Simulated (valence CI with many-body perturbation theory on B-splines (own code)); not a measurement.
## Which ion has this spectrum?

A relativistic CI+MBPT calculation for an atom or ion with 14 electrons gives these levels (eV):

| J | Parity | E | g |
| --- | --- | --- | --- |
| 0 | even | 0.00 |  |
| 1 | even | 284.04 | 1.49 |
| 2 | even | 292.96 | 1.16 |
| 2 | odd | 441.67 | 1.53 |
| 1 | odd | 468.34 | 1.04 |
| 2 | odd | 493.03 | 0.75 |
| 1 | odd | 533.91 | 0.88 |
| 2 | odd | 578.11 | 1.29 |
| 3 | odd | 579.05 | 1.11 |
| 2 | even | 583.68 | 1.31 |
| 0 | even | 603.09 |  |
| 1 | even | 654.53 | 0.43 |
| 2 | even | 661.40 | 1.13 |
| 2 | odd | 718.48 | 1.52 |

The energies are calculated, and their last digits are not significant.

Q: Which is it?
A. Ta59+
B. Tm55+
C. Er54+
D. Lu57+

A: D. Lu57+, ground level (3s^2 3p1/2^2) J=0.
